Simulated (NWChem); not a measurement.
Molecule: BeH$_{2}$S; SMILES [BeH][SH]

```xyz
4

Be     0.1036    -1.3052     0.0000
H      0.0680    -2.6381     0.0000
S      0.1629     0.6097     0.0000
H     -1.1884     0.7024     0.0000
```
Atoms are numbered in this order, from 1.

Results from NWChem. Pople sets run with spherical d functions. STO-3G and 3-21G are far too small for this property and stand as cheap habits. All runs use the structure optimised with PBE0/def2-SVP. GIAO values for the isolated, static molecule; σ is the absolute isotropic shielding, δ = σ(reference) − σ with the isolated reference molecule computed at the same levels (1H: tetramethylsilane).

| level | σ Be1 (ppm) | δ H2 (ppm) | σ S3 (ppm) | δ H4 (ppm) |
|---|---|---|---|---|
| Hartree-Fock/STO-3G | 84.3 | 4.39 | 938.1 | -0.22 |
| Hartree-Fock/6-31G* | 95.4 | 4.65 | 763.4 | -0.16 |
| PBE0/pcSseg-2 | 80.3 | 3.40 | 708.3 | 0.40 |
